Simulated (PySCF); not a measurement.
C5H3NS.
Bonds: N1–C2 (triple), C2–C3, C3–C4 (aromatic), C4–C5 (aromatic), C5–S6 (aromatic), S6–C7 (aromatic), C3–C7 (aromatic). Hydrogens: H8 on C4; H9 on C5; H10 on C7.

Computed with core-valence-separated Tamm–Dancoff BHandHLYP/aug-pcX-1 (pcseg-1 on H, def2-SVPD on S) in PySCF, non-relativistic, gas phase, PBE0-D3(BJ)/def2-SVP geometry.

Computed carbon K-edge spectrum, Gaussian lines of 0.6 eV full width, highest printed point 100; it ends one width below the last computed root. The energies are unshifted.

(photon energy (eV), absorption): (282.4, 0), (282.5, 1), (282.6, 2), (282.7, 5), (282.8, 11), (282.9, 21), (283.0, 34), (283.1, 50), (283.2, 66), (283.3, 80), (283.4, 90), (283.5, 96), (283.6, 99), (283.7, 100), (283.8, 99), (283.9, 95), (284.0, 84), (284.1, 67), (284.2, 48), (284.3, 30), (284.4, 16), (284.5, 8), (284.6, 3), (284.7, 1), (284.8, 0), (284.9, 0), (285.0, 0), (285.1, 1), (285.2, 1), (285.3, 2), (285.4, 3), (285.5, 4), (285.6, 7), (285.7, 11), (285.8, 15), (285.9, 21), (286.0, 26), (286.1, 29), (286.2, 32), (286.3, 34), (286.4, 36), (286.5, 37), (286.6, 37), (286.7, 37), (286.8, 37), (286.9, 36), (287.0, 35), (287.1, 32), (287.2, 28), (287.3, 24), (287.4, 19), (287.5, 16)

Q: Where are the maxima, and which lines make them up?

A: 2 maxima:
- 283.7 eV: C3 (substituted aromatic carbon), 283.90 eV, f = 0.064, 1s→π*, 26 % of the height at the exact maximum; C5 (aromatic CH next to a ring sulfur), 283.50 eV, f = 0.067, 1s→π*, 23 % of the height at the exact maximum; C2 (nitrile carbon), 284.01 eV, f = 0.063, 17 % of the height at the exact maximum; C2 (nitrile carbon), 283.82 eV, f = 0.033, 1s→π*, 16 % of the height at the exact maximum
- 286.6 eV: C7 (aromatic CH next to a ring sulfur), 286.40 eV, f = 0.035, 34 % of the height at the exact maximum; C4 (aromatic CH carbon), 286.54 eV, f = 0.017, 23 % of the height at the exact maximum; C5 (aromatic CH next to a ring sulfur), 286.87 eV, f = 0.022, 19 % of the height at the exact maximum

Further lines of some strength in the range: C7, 283.19 eV, f = 0.058; C4, 283.45 eV, f = 0.051; C5, 286.01 eV, f = 0.038; C2, 286.90 eV, f = 0.011; C4, 287.00 eV, f = 0.010.

Roots within 0.03 eV on the same or equivalent atoms count as one line; shares under 12 % aren't listed.

Vibrational structure and lifetime widths aren't in the curve. The ionisation threshold wasn't computed; near and above it a finite basis only mimics Rydberg series and continuum.
